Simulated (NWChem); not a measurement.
# SiH$_{3}$SeF; SMILES F[SiH2][SeH]

```xyz
6

Si     0.5403     1.1178    -0.0057
F     -0.7118     2.1364     0.0378
Se    -0.0958    -1.0739     0.0335
H      1.3495     1.2995     1.2213
H      1.3003     1.4122    -1.2427
H     -0.5504    -1.0765    -1.3769
```
Atoms are numbered in this order, from 1.

Coordinates come from a B3LYP/6-31G* (spherical d) optimisation.

**Question.** List the 6 lowest vertical singlet excitations from CAM-B3LYP/def2-SVP, full TDDFT (NWChem).

**Answer.** 
| state | energy (eV) | oscillator strength | leading excitation (squared amplitude) |
|---|---|---|---|
| S1 | 5.73 | 0.000 | HOMO → LUMO (0.94) |
| S2 | 6.60 | 0.012 | HOMO → LUMO+1 (0.62) |
| S3 | 7.16 | 0.025 | HOMO → LUMO+2 (0.58) |
| S4 | 7.83 | 0.009 | HOMO−1 → LUMO (0.92) |
| S5 | 8.39 | 0.004 | HOMO−1 → LUMO+1 (0.60) |
| S6 | 8.41 | 0.005 | HOMO → LUMO+3 (0.61) |
